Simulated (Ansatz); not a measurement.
Reaction (atomization): `[Cl][K]` → Cl• + K•

Isolated molecules relaxed with PBE0-D4/def2-TZVP in Ansatz; ΔE leaves out vibrations. CBS: MP2 limit from def2 TZ/QZ plus the TZ coupled-cluster correction, frozen cores. This one scheme is used for every species, atoms too. DFT in def2-TZVPP. B3LYP here is the variant with VWN-RPA as its local correlation; programs differ in this. No spin–orbit coupling; open shells (•) take unrestricted orbitals. Spin–orbit coupling would lower the free atoms: a little for Cl. Bonds to K are less sure, by a few kJ/mol each and by 10 to 20 or more in all where they break to atoms, as the def2 sets lack core-valence functions. Scalar relativity is left out up to krypton.

CCSD(T)/CBS gives +102.4 kcal/mol.

(1) Another level gave +96.4 kcal/mol. Which?
A. r2SCANh-D4/def2-TZVPP
B. PBE-D4/def2-TZVPP
C. B3LYP-D4/def2-TZVPP
D. BLYP/def2-TZVPP

Largest T1 diagnostic among the species: 0.013.

## Answers

(1) C. B3LYP-D4 96.4, PBE-D4 98.1, r2SCANh-D4 100.1, BLYP 94.2 kcal/mol.

The D4 term adds +0.8 kcal/mol with B3LYP and +0.4 kcal/mol with PBE0; it sums over pairs of atoms, weighted by their polarisabilities, and B3LYP, whose exchange is more repulsive, gets the larger term. In def2-TZVPP, CCSD(T) changes the Hartree–Fock value by +20.7 kcal/mol (the triples alone add +1.5 kcal/mol) and MP2 by +24.4 kcal/mol; breaking electron pairs costs correlation energy, which Hartree–Fock lacks. At CCSD(T), def2-SVP lies −18.8 kcal/mol from the extrapolated value and def2-TZVPP −8.5 kcal/mol: correlation converges slowly with the basis, and small sets miss more of it in the bonded molecule than in its fragments.

For atomizations the MP2-based limit and the directly extrapolated one differ by several kJ/mol either way, and by 10 to 25 for some Ge, Se and Sn compounds, so smaller differences from it don't rank the levels.
